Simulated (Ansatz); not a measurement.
C₂H₅NSi, SMILES `N=C1C[SiH2]1`. Total charge 0; spin multiplicity 1.

Cartesian coordinates in Å:
```
N -1.359 1.460 -0.319
C -0.477 0.606 -0.054
C -0.028 -0.765 -0.502
Si 0.981 0.006 0.889
H -1.969 1.129 -1.075
H 0.399 -0.829 -1.502
H -0.706 -1.589 -0.281
H 0.822 -0.529 2.260
H 2.337 0.512 0.584
```

Task: List the harmonic frequencies (cm⁻¹, unscaled) at PBE0-D4/def2-TZVP in Ansatz. (Best estimate.)

Result: Computed: 155, 378, 421, 486, 608, 617, 688, 733, 868, 886, 954, 959, 1062, 1254, 1370, 1784, 2248, 2272, 3094, 3174, 3377.

Task: Is this a minimum?

Result: Yes, all 21 modes are real.

Task: Give the ideal-gas thermochemistry at 298.15 K and 1 bar (rigid rotor, harmonic oscillator; point group Cs, symmetry number 1).

Result: Zero-point energy 163.8 kJ/mol; H(298) − E = 179.7 kJ/mol; entropy 296.3 J/(mol·K), of which translation 162.0, rotation 103.5, vibration 30.7; G(298) − E = 91.4 kJ/mol.

Task: And at 400, 500, 600, 800 and 1000 K?

Result: 
```tsv
T (K)	H − E (kJ/mol)	S (J/mol/K)	G − E (kJ/mol)
400	189.4	324.1	59.8
500	200.6	349.1	26.1
600	213.2	372.0	-10.0
800	241.5	412.5	-88.6
1000	272.7	447.3	-174.6
```

Task: Rotational constants (cm⁻¹)?

Result: 0.4523, 0.1548, 0.1234.
